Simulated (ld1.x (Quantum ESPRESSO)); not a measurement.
Scattering properties, TM potential for Se (Z = 34)

* Element: selenium (Se)
* Generator: ld1.x (Quantum ESPRESSO) 7.5
* Type: norm-conserving Troullier–Martins (Kleinman–Bylander form)
* Functional: LDA (PZ)
* Relativity: scalar-relativistic
* Frozen core: [Ar]
* Valence charge: 16
* Reference configuration: 3d10 4s2 4p4
* Partial waves: 4s (bound): rc 1.25 bohr; 4p (bound): rc 1.55 bohr; 3d (bound): rc 1.10 bohr
* Local potential: all-electron potential smoothed inside 1.45 bohr (lloc = -1)
* Core correction: a·sin(br)/r model core inside 0.55 bohr

The phase is arctan(r·u′/u) with u = r·R(r), unwrapped; energies in Ry, scanned from -6 to 5 Ry. A pole is an energy at which the radial function vanishes at the test radius. The pseudo phase is shifted by a multiple of π to meet the all-electron one at the reference energy, and phase errors are pseudo minus all-electron; the curves can meet again beyond the range given. Levels narrower than the energy grid can be missing from the lists of poles.

| channel | radius (bohr) | reference energy (Ry) | poles, all-electron | poles, pseudo | unbroken range about the reference energy with phases within 0.05 rad | phase error 1 Ry above the reference energy (rad) |
| --- | --- | --- | --- | --- | --- | --- |
| s | 1.70 | -1.29 | 3.16 | 1.26, 4.63 | below 0.6 | -0.015 |
| p | 1.70 | -0.49 | none | 4.02 | below 3.7 | -0.012 |
| d | 1.70 | -3.92 | -3.79 | -3.79 | below 0.6 | +0.003 |

Phases in the d channel:

```
E (Ry)  all-electron  pseudo
 -6.00         1.312   1.313
 -5.74         1.302   1.303
 -5.48         1.290   1.291
 -5.22         1.275   1.276
 -4.96         1.253   1.255
 -4.70         1.219   1.222
 -4.44         1.149   1.152
 -4.18         0.873   0.878
 -3.92        -1.291  -1.291
 -3.66        -1.664  -1.662
 -3.40        -1.746  -1.743
 -3.14        -1.786  -1.783
 -2.88        -1.812  -1.808
 -2.62        -1.833  -1.829
 -2.36        -1.852  -1.847
 -2.10        -1.869  -1.863
 -1.84        -1.887  -1.880
 -1.58        -1.905  -1.897
 -1.32        -1.925  -1.915
 -1.06        -1.946  -1.935
 -0.80        -1.970  -1.956
 -0.54        -1.997  -1.979
 -0.28        -2.027  -2.005
 -0.02        -2.063  -2.035
  0.24        -2.104  -2.070
  0.50        -2.155  -2.110
  0.76        -2.216  -2.158
  1.02        -2.292  -2.216
  1.28        -2.388  -2.287
  1.54        -2.511  -2.374
  1.80        -2.669  -2.484
  2.06        -2.868  -2.621
  2.32        -3.105  -2.792
  2.58        -3.362  -2.996
  2.84        -3.606  -3.224
  3.10        -3.816  -3.455
  3.36        -3.985  -3.667
  3.62        -4.116  -3.846
  3.88        -4.219  -3.992
  4.14        -4.300  -4.108
  4.40        -4.364  -4.200
  4.66        -4.417  -4.275
  4.92        -4.461  -4.335
```
